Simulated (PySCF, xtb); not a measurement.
C₆, SMILES c1c#cc#cc#1.

GFN2-xTB in xtb at its own geometry gives an orbital gap of 0.51 eV and a dipole moment of 0.00 D.

Geometry: r2SCAN-D4/def2-SVP. The geometry has at least one imaginary mode, so it is a saddle point at that level.

What does PBE/def2-TZVP run with PySCF give? (Estimate from the structure and the level; the computed values follow.)

gap 1.74 eV (levels -7.06 and -5.32 eV), dipole 0.00 D.
